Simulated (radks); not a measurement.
Values are calculated unless marked as measured or tabulated.
Problem. These are the eigenvalues of the occupied orbitals of an atom or ion with whole-number occupations (Ry). Level of theory: Dirac Kohn-Sham, PBE, spin-unpolarised, spherical densities, finite nucleus; Fermi nuclear charge, rms radius of each element as measured or else 0.836 A^(1/3) + 0.57 fm (a radial shooting solver on a logarithmic mesh with Libxc functionals).

1s1/2: -1615.326
2s1/2: -235.5253
2p1/2: -217.9213
2p3/2: -208.2992
3s1/2: -44.64209
3p1/2: -37.81398
3p3/2: -36.18004
3d3/2: -24.10009
3d5/2: -23.78155
4s1/2: -9.32541
4p1/2: -7.25336
4p3/2: -6.99019
4d3/2: -3.82465

Which element is it, and in what charge state? The configuration may be excited. Open shells, if any, fill j = l - 1/2 first.

Solution. Z = 44, ruthenium, charge +4: Ru4+ in [Kr] 4d4. The list shows which subshells hold electrons but not how many an open one holds; the 1s level, -807.66 hartree, gives Z - s = 40.2 by -(Z - s)^2/2, which with screening and relativity narrows Z to a few neighbours, and the depths of the outer levels then fix element, charge and occupations together.
